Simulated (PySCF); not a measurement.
CHBrClF, SMILES Cl[C@@H](F)Br. Geometry optimised at PBE-D3(BJ)/def2-SVP.

All values below come from PBE-D3(BJ)/def2-SVP (PySCF).

Harmonic wavenumbers (cm⁻¹): 213, 299, 415, 629, 736, 1111, 1156, 1277, 3062. Rotational constants (GHz): 6.319, 1.949, 1.537; symmetry number 1.

Q: Work out the zero-point energy and the ideal-gas rigid-rotor harmonic-oscillator thermochemistry at 298.15 K and 1 atm.

A: ZPE = ½ Σ hcν = ½ × 8897 cm⁻¹ = 12.72 kcal/mol. H − E(el) = 16.07 kcal/mol. Entropy in cal/(mol K): translation 40.87, rotation 27.23, vibration 5.16, total 73.27. G − E(el) = -5.78 kcal/mol. Cp = 15.28 cal/(mol K).
